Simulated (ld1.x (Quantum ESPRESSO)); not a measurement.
# Transferability test, RRKJ potential for Ar (Z = 18)

| Property | Result |
| --- | --- |
| Element | argon |
| Generator | ld1.x (Quantum ESPRESSO) 7.5 |
| Type | norm-conserving RRKJ (Kleinman–Bylander form) |
| Functional | PBE |
| Relativity | scalar-relativistic |
| Frozen core | [Ne] |
| Valence charge | 8 |
| Reference configuration | 3s2 3p3 (charge +3) |
| Partial waves | 3s (bound): rc 1.20 bohr; 3p (bound): rc 1.20 bohr |
| Local potential | the p channel |
| Core correction | none |
| rho0 | 0.01 |

Energies are relative to the spin-unpolarised reference configuration 3s2 3p3; without spin polarisation the order of configurations can differ from experiment.

```tsv
valence configuration	charge	ΔE all-electron (eV)	error AE − PS (meV)
3s2 3p6	0	-87.301	+79
3s2 3p5	+1	-71.243	+52
3s2 3p4	+2	-42.584	+19
3s2 3p2	+4	57.635	+23
```

What are ΔE and the potential's error for 3s2 3p5.5?

ΔE = -80.754 eV all-electron; the error (AE − PS) is +67 meV.

What are ΔE and the potential's error for 3s1 3p6?

ΔE = -56.627 eV all-electron; the error (AE − PS) is +50 meV.

Levels in the configuration 3s2 3p2:

| level | all-electron (eV) | pseudo (eV) |
| --- | --- | --- |
| 3s | -81.621 | -81.561 |
| 3p | -65.502 | -65.441 |
